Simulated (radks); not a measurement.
The numbers below are computed, except where a source is named.
Task: Cd22+, 26 electrons, occupied as [Ar] 3d8 (the NIST ground configuration). Code: a radial shooting solver on a logarithmic mesh with Libxc functionals. Model: Dirac Kohn-Sham, PBEsol, spin-unpolarised, spherical densities, finite nucleus; open shells fill j = l - 1/2 first; Fermi nuclear charge, rms radius 4.6087 fm. Some entries of the table are withheld. Estimate them.

orbital,occ.,eigenvalue (hartree),r(max) (bohr),<1/r> (bohr^-1)
1s1/2,2,(1),0.01968,50.62
2s1/2,2,(2),0.1113,11.72
2p1/2,2,-161.4586,(3),11.70
2p3/2,4,-154.3561,(4),10.96
3s1/2,2,(5),0.3187,4.250
3p1/2,2,(6),0.3041,(7)
3p3/2,4,(8),0.3135,(9)
3d3/2,4,-39.41643,0.2547,3.854
3d5/2,4,-39.12455,0.2574,3.808

Result: 
(1) 1s1/2 eigenvalue (hartree): -1000.935
(2) 2s1/2 eigenvalue (hartree): -171.2732
(3) 2p1/2 r(max) (bohr): 0.08587
(4) 2p3/2 r(max) (bohr): 0.09020
(5) 3s1/2 eigenvalue (hartree): -51.38360
(6) 3p1/2 eigenvalue (hartree): -47.49669
(7) 3p1/2 <1/r> (bohr^-1): 4.170
(8) 3p3/2 eigenvalue (hartree): -46.12069
(9) 3p3/2 <1/r> (bohr^-1): 3.991
